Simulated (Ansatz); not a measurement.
Reaction (formal exchange of groups at the Si–F bond): `O[SiH](F)[TeH]` + `CC(O)[SiH3]` → `O[SiH]([SiH3])[TeH]` + `CC(O)F`

Program: Ansatz. Geometries: PBE0-D4/def2-TZVP. ΔE: electronic, gas phase. CCSD(T)/CBS is the MP2 limit (def2-TZVPP, def2-QZVPP) plus CCSD(T) − MP2 in def2-TZVPP, frozen cores. DFT in def2-TZVPP. Elements past krypton have def2 core potentials. For Te outer-core shells are correlated without core-valence functions, which leaves a few kJ/mol of doubt a bond. Each species was taken in one conformer, which may not be the lowest.

`O[SiH](F)[TeH]`:

Cartesian coordinates in Å:
```
O -1.650 0.514 -0.275
Si -0.114 0.032 -0.511
F 0.884 1.265 -0.667
Te 0.655 -1.276 1.464
H -1.872 0.926 0.563
H -0.112 -0.701 -1.788
H 2.209 -0.760 1.214
```

`CC(O)[SiH3]`:

Z-matrix (Å, degrees):
```
C
C 1 1.518
H 1 1.093 2 111.2
H 1 1.096 2 110.8 3 119.4
H 1 1.093 2 111.0 3 -120.8
O 2 1.423 1 111.9 3 -179.8
Si 2 1.896 1 112.6 3 60.8
H 2 1.102 1 108.7 3 -58.0
H 6 0.962 2 108.5 1 55.2
H 7 1.487 2 109.8 1 58.6
H 7 1.485 2 110.6 1 179.9
H 7 1.489 2 108.6 1 -60.4
```

`O[SiH]([SiH3])[TeH]`:

Z-matrix (Å, degrees):
```
Si
Si 1 2.341
Te 1 2.503 2 106.3
O 1 1.650 2 113.5 3 -125.5
H 1 1.483 2 112.8 3 115.2
H 2 1.489 1 108.6 3 56.8
H 2 1.486 1 109.5 3 -62.1
H 2 1.488 1 111.8 3 176.6
H 3 1.659 1 91.5 2 -32.6
H 4 0.959 1 117.2 2 74.7
```

`CC(O)F`:

Z-matrix (Å, degrees):
```
C
C 1 1.500
H 1 1.091 2 109.3
H 1 1.091 2 110.0 3 119.6
H 1 1.090 2 110.0 3 -120.1
O 2 1.377 1 109.2 3 -56.3
F 2 1.391 1 109.1 3 63.2
H 2 1.098 1 112.4 3 179.2
H 6 0.962 2 108.9 1 -174.9
```

| level | ΔE (kJ/mol) |
| --- | --- |
| ωB97X-V | 144.0 |
| CCSD(T)/def2-SVP | 126.2 |

(1) What does CCSD(T)/CBS give? (An estimate is asked.)

Largest T1 diagnostic among the species: 0.012.

Answers

(1) Computed: +154.3 kJ/mol. The listed levels differ from it by -10.3, -28.1 kJ/mol.

At CCSD(T), def2-SVP lies −28.1 kJ/mol from the extrapolated value and def2-TZVPP −3.4 kJ/mol. Leaving LDA and LC-ωPBE aside and taking each functional with its dispersion term where it has one, the values, not all of them listed here, spread over 27.5 kJ/mol, from PBE-D4 to ωB97M-V. From BLYP to BHLYP (50 % exact exchange), in def2-TZVPP and without D4, ΔE moves by +12.4 kJ/mol.
